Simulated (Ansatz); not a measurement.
Cu2Br. Total charge 0; doublet. Geometry PBE0-D4/def2-TZVP.

Cartesian coordinates in Å:
```
Cu 0.987 -1.564 -1.413
Cu -0.884 1.562 1.482
Br -0.103 0.002 -0.070
```

Another isomer (doublet) lies 0.60 eV lower at PBE0-D4/def2-TZVP; other spin states weren't run for this one.

(1) Estimate the α-spin orbital energies around the gap (eV) in Ansatz with LDA (SPW92)/def2-TZVP, PBE-D4/def2-TZVP, BLYP-D4/def2-TZVP, r2SCAN-D4/def2-TZVP, PBE0-D4/def2-TZVP.

Answers

(1) 
```csv
orbital,LDA (SPW92)/def2-TZVP,PBE-D4/def2-TZVP,BLYP-D4/def2-TZVP,r2SCAN-D4/def2-TZVP,PBE0-D4/def2-TZVP
HOMO−5,-6.09,-5.78,-5.72,-5.86,-7.81
HOMO−4,-6.09,-5.78,-5.72,-5.86,-7.77
HOMO−3,-5.95,-5.64,-5.58,-5.69,-7.26
HOMO−2,-5.77,-5.48,-5.41,-5.58,-7.13
HOMO−1,-5.76,-5.47,-5.40,-5.57,-7.13
HOMO,-4.62,-4.39,-4.32,-4.42,-4.47
LUMO,-3.58,-3.39,-3.32,-3.42,-2.78
LUMO+1,0.38,0.63,0.74,0.80,1.71
LUMO+2,0.39,0.64,0.75,0.81,1.73
LUMO+3,0.84,1.01,1.11,1.32,1.90
LUMO+4,0.93,1.13,1.22,1.38,2.15
LUMO+5,1.24,1.33,1.44,1.99,2.23
β HOMO,-5.70,-5.41,-5.35,-5.51,-7.10
β LUMO,-4.15,-3.80,-3.89,-3.30,-2.62
```
